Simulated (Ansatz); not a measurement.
Cost and result up the ladder for TiBr3 (4 atoms). Total charge 0; doublet. Geometry: PBE-D4/def2-SVP.

Cartesian coordinates in Å:
```
Ti -0.002 -0.001 0.002
Br 1.653 -0.302 1.631
Br -1.084 2.067 -0.201
Br -0.567 -1.764 -1.433
```

Ansatz on 4 threads of Arm Neoverse V1 on a shared host. Times are rough, and most runs start from the orbitals of an earlier one. r2SCAN0-D4/def2-TZVP serves as the yardstick here, not as an exact answer. Differences are given only for rows in sets of like size (and for xTB, whose basis is part of the method), since another set adds its own error. Binding counts from free atoms at the same level (Ti triplet, Br doublet; other spins of the atoms weren't run), without zero-point energy or a counterpoise term.

B3LYP takes the VWN-RPA correlation. Correlated methods freeze 32 core orbitals; core or outer-core shells of Ti, Br are correlated, in sets that lack core-valence functions. The rows differ in basis, and correlated rows in double-zeta sets carry the largest basis error. No other spin state of charge 0 was run.

Correlated methods converge slowly with the basis, most of all in double-zeta sets.

| level | functions | wall time |
| --- | --- | --- |
| HF/STO-3G | 72 | 0.85 s |
| PBE-D4/def2-SVP | 127 | 2.9 s |
| PBE0-D4/def2-SVP | 127 | 6.5 s |
| MP2/def2-TZVP | 189 | 9.5 s |
| B3LYP-D4/def2-TZVP | 189 | 12 s |
| PBE0-D4/def2-TZVP | 189 | 13 s |
| r2SCAN0-D4/def2-TZVP | 189 | 20 s |
| PBE-QIDH/def2-TZVP | 189 | 24 s |
| CCSD(T)/def2-SVP | 127 | 76 s |

Task: Estimate what each level gives for the binding energy per atom (eV).

Result: 
| level | binding energy per atom (eV) | difference from r2SCAN0-D4/def2-TZVP (eV) |
| --- | --- | --- |
| HF/STO-3G | 4.08 | – |
| PBE-D4/def2-SVP | 3.40 | – |
| PBE0-D4/def2-SVP | 3.15 | – |
| MP2/def2-TZVP | 3.14 | 0.01 |
| B3LYP-D4/def2-TZVP | 3.08 | -0.04 |
| PBE0-D4/def2-TZVP | 3.16 | 0.03 |
| r2SCAN0-D4/def2-TZVP | 3.13 | 0.00 |
| PBE-QIDH/def2-TZVP | 3.09 | -0.03 |
| CCSD(T)/def2-SVP | 2.86 | – |
